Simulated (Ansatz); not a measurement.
Relaxation of Cu2F2 with UKS PBE-D4/def2-SVP.

```sh
$ ansatz run in.yaml --threads 4 --pin off --events-out ev --progress --plain --max-ram 3916MiB
```

```yaml
crystal:
  periodic: [false, false, false]
  atoms:
    - {symbol: Cu, position_ang: [0.431517, 0.440432, 0.067406]}
    - {symbol: Cu, position_ang: [-1.264211, -1.186394, -0.165025]}
    - {symbol: F, position_ang: [0.226691, 2.085380, 0.614513]}
    - {symbol: F, position_ang: [0.606003, -1.339418, -0.516903]}
basis:
  gaussian: {orbitals: def2-SVP}
magnetization: {spin_polarized: true, initial_magnetization: 2}
hamiltonian: {xc: pbe, dispersion: d4}
scf: {omitted_lower_state_checks: [starts]}
output: {orbitals: {seedname: orbitals}}
relax: {f_tol: 0.02, max_steps: 100}
```

Hardware: 4 threads of Arm Neoverse V2 on a shared host. Wall time 10 s.

Positions (Å) and forces (eV/Å) at steps 1, 2, 3, 4, 5 of 5:

```xyz
4
step=1 energy=-94679.6087 eV
Cu    0.432    0.440    0.067    0.140    0.064   -0.003
Cu   -1.264   -1.186   -0.165   -0.550   -0.290   -0.001
F     0.227    2.085    0.615    0.091    0.144    0.030
F     0.606   -1.339   -0.517    0.319    0.083   -0.026
4
step=2 energy=-94679.6283 eV
Cu    0.420    0.448    0.072    0.068    0.007   -0.009
Cu   -1.279   -1.222   -0.174   -0.344   -0.198   -0.006
F     0.251    2.102    0.616    0.076    0.078    0.012
F     0.608   -1.328   -0.514    0.200    0.113    0.003
4
step=3 energy=-94679.6495 eV
Cu    0.375    0.467    0.085   -0.008    0.066    0.022
Cu   -1.312   -1.320   -0.199    0.047   -0.009   -0.010
F     0.326    2.141    0.616    0.012   -0.087   -0.029
F     0.611   -1.288   -0.502   -0.051    0.030    0.018
4
step=4 energy=-94679.6500 eV
Cu    0.370    0.470    0.087   -0.006   -0.005   -0.001
Cu   -1.312   -1.329   -0.202    0.022    0.002   -0.003
F     0.333    2.141    0.615    0.003   -0.003   -0.001
F     0.608   -1.282   -0.499   -0.019    0.007    0.005
4
step=5 energy=-94679.6501 eV
Cu    0.369    0.470    0.087   -0.004    0.002    0.001
Cu   -1.310   -1.331   -0.203    0.002    0.001    0.000
F     0.335    2.142    0.614    0.001   -0.001    0.000
F     0.607   -1.281   -0.499    0.001   -0.003   -0.001
```

At PBE-D4/def2-SVP a singlet of charge 0 lies 1.17 eV below the triplet, each at its own geometry. Another isomer (singlet) lies 0.08 eV lower at PBE0-D4/def2-TZVP.
